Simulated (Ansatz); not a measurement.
Basis-set extrapolation for `COB(F)O[SiH3]` (PBE0-D4/def2-TZVP geometry, frozen core, Ansatz). Multiplicity 1, RHF reference.

```tsv
	def2-TZVPP	def2-QZVPP
HF	-604.506253	-604.530656
MP2 correlation	-1.103058	-1.192441
CCSD(T) correlation	-1.180285	not run
```

Energies in hartree. Use E(X) = E(∞) + A·exp(−7.88·√X) for Hartree–Fock and E(X) = E(∞) + B·X^(−2.97) for correlation, with X = 3 and 4, and add CCSD(T) minus MP2 of the smaller set to the MP2 limit.

Q: What is the CCSD(T) energy at the basis-set limit?

A: HF limit: -604.530656 + (-0.024403) × 0.13774 = -604.53402. MP2 limit: -1.192441 + (-0.089383) × 0.74074 = -1.25865. Higher-order term: -1.180285 − (-1.103058) = -0.07723. Total: -605.86990 hartree, 115.1 kcal/mol below CCSD(T)/def2-TZVPP.
